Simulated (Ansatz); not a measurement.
Born–Oppenheimer molecular dynamics of CH₈GaP (11 atoms, charge 0, multiplicity 1). It starts at the highest image of a converged band, a first-order saddle point between two minima.

All numbers below come from RKS B3LYP/def2-mTZVP (Ansatz).

```yaml
ensemble: NVE (velocity Verlet)
time_step: 0.5 fs
steps_asked: 200
starting_velocities_drawn_for: 300 K
seed: 8746
```

First frame:

```xyz
11
Properties=species:S:1:pos:R:3
Ga 0.032 -0.188 0.018
H -0.234 0.049 1.728
H 1.506 0.236 -0.243
C -1.699 -0.066 -0.926
H -2.497 -0.485 -0.314
H -1.943 0.974 -1.147
H -1.658 -0.616 -1.867
P 0.212 -2.720 1.053
H -0.597 -3.023 -0.076
H 1.447 -2.758 0.353
H -0.083 -1.013 1.594
```

Q: How far do the bonds stretch over the last three quarters of this one trajectory? (Pairs bonded in most of those frames.)

A: 
```csv
bond,mean (Å),spread (Å),shortest,longest
Ga1–H2,1.600,0.063,1.50,1.70
Ga1–H3,1.590,0.032,1.54,1.64
Ga1–C4,1.994,0.009,1.98,2.01
C4–H5,1.097,0.032,1.05,1.15
C4–H6,1.094,0.012,1.07,1.12
C4–H7,1.092,0.008,1.08,1.11
P8–H9,1.427,0.022,1.39,1.46
P8–H10,1.436,0.033,1.38,1.49
P8–H11,1.448,0.067,1.34,1.55
```

Mean temperature of the second half: 1060 K. The conserved energy stayed within 0.19 meV per atom of its start (net change 0.069 meV per atom), so the integration is sound. The kinetic energy rose, since the run started high on the potential surface and went downhill. It ends in pieces (CH5Ga + H3P), so much of that is their flight and rotation, not heat. A run of 0.1 ps of so small a system gives no equilibrium averages. The orbitals stay closed-shell, which can raise the energy where a bond breaks towards radicals; this wasn't checked here.

Time of the run: 7.4 min on 2 threads of Intel(R) Xeon(R) Platinum 8488C (Sapphire Rapids) (shared host), peak memory 0.24 GiB.
